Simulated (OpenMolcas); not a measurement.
## Pd3+: ligand-field states by method

Pd3+ with 6 ligands (oxide) in trigonal antiprismatic coordination (D3d) at 2.14 Å, a polar angle of 54.2° against the regular 54.74°. A charge of +1.5 e stands 2.8 Å behind each ligand. Ligand basis ANO-RCC-VDZP.
```
Pd    0.0000    0.0000    0.0000
O     0.0000    1.7354    1.2522
O    -1.5029   -0.8677    1.2522
O     1.5029   -0.8677    1.2522
O     0.0000   -1.7354   -1.2522
O     1.5029    0.8677   -1.2522
O    -1.5029    0.8677   -1.2522
```

- Program: OpenMolcas 26.06
- Basis: ANO-RCC-VDZP [6s5p3d1f]
- Scalar Hamiltonian: DKH2, point nucleus
- Active space: 7 electrons in 5 orbitals (4d)
- State averaging: 2S+1 = 4 even, 10 roots; 2S+1 = 2 even, 40 roots
- Spin-orbit coupling: RASSI with atomic mean-field integrals over the reference wave functions

I. CASSCF
II. SS-CASPT2, IPEA 0.25 Eh, imaginary shift 0.1 Eh (closed shells correlated: 4s 4p and the ligand valence shells)

Spin-free states (labels of D3, the rotations of D3d) in cm-1, each column counted from its own energy of the first state listed:

```json
{"State": "4E", "Degeneracy": "2", "I": "0", "II": "0"}
{"State": "2S+1 = 4", "Degeneracy": "1", "I": "40", "II": "40"}
{"State": "2E", "Degeneracy": "2", "I": "1213", "II": "-6960"}
{"State": "2S+1 = 4", "Degeneracy": "1", "I": "12230", "II": "13550"}
{"State": "4E", "Degeneracy": "2", "I": "12304", "II": "14040"}
{"State": "2S+1 = 2", "Degeneracy": "1", "I": "12671", "II": "2220"}
{"State": "2E", "Degeneracy": "2", "I": "12710", "II": "3240"}
{"State": "2S+1 = 2", "Degeneracy": "1", "I": "12898", "II": "4670"}
{"State": "2E", "Degeneracy": "2", "I": "12919", "II": "4980"}
{"State": "2E", "Degeneracy": "2", "I": "16923", "II": "6130"}
{"State": "2S+1 = 2", "Degeneracy": "1", "I": "17000", "II": "5740"}
{"State": "2S+1 = 4", "Degeneracy": "1", "I": "22664", "II": "21270"}
{"State": "4E", "Degeneracy": "2", "I": "22903", "II": "21930"}
{"State": "2E", "Degeneracy": "2", "I": "24022", "II": "12900"}
{"State": "2S+1 = 2", "Degeneracy": "1", "I": "24141", "II": "13270"}
{"State": "2S+1 = 2", "Degeneracy": "1", "I": "25801", "II": "18680"}
{"State": "2S+1 = 4", "Degeneracy": "1", "I": "26854", "II": "32670"}
{"State": "2S+1 = 2", "Degeneracy": "3", "I": "28383", "II": "21950"}
{"State": "2E", "Degeneracy": "2", "I": "30434", "II": "23050"}
{"State": "2S+1 = 2", "Degeneracy": "1", "I": "32114", "II": "19210"}
```

II puts a state of multiplicity 2 lowest, 7000 cm-1 below that state.

From I to II, I's first state of another spin (2E) moves from 1213 to -6960 cm-1, by about -8200 cm-1.

χT at 300 K: I 2.77, II 0.57 cm3 K/mol.

Roots that are degenerate in the reference are averaged as groups; the widest CASPT2 spread within a group is 890 cm-1 (the 3-fold group of multiplicity 2 near 28900 cm-1 above the lowest state of its run, II). Shifts and gaps below about the spread of the groups concerned are not significant. Over all roots computed the reference weight is 0.55 to 0.59 in II; a low but even weight reflects the number of correlated electrons. An orbital doublet at a regular site is open to a Jahn-Teller distortion, which this geometry leaves out. The least metal-like active orbital is 77 % on the metal (Löwdin) and no ligand orbital is active, so the numbers are rough. The oxide ions are held by bare point charges, a crude embedding. Ligand-to-metal charge-transfer states are missing. With no ligand orbital active B as a rule stays too high, so bands that hang on it stand too high and its fall with covalency is understated. Spin-orbit coupling mixes the spin-free states strongly: the lowest level takes only 67 % from its leading state, 4E (holds for I). Without dynamic correlation the repulsion within the d shell is too large (B by tens of per cent), so at a given field states of lower spin stand too high (holds for I). This shell can be high or low spin here, a state of another spin lies low, and with metal d orbitals alone active their balance is uncertain, so the ground spin may be wrong (holds for I). With metal d orbitals alone the field can be off either way by tens of per cent (holds for I). This shell can be high or low spin here, a state of another spin lies low, and with metal d orbitals alone active their balance is uncertain, so the ground spin may be wrong, although the usual error favours high spin (holds for II). With one d shell and no ligand orbital active, 10Dq can be off by a tenth or more (holds for II). A group larger than the point group allows holds several states that coincide in this model. No measured value stands beside these numbers; the geometry is a model, was not optimised and need not be the one that this ion takes.

A state without a sure symmetry label is named by its multiplicity alone.
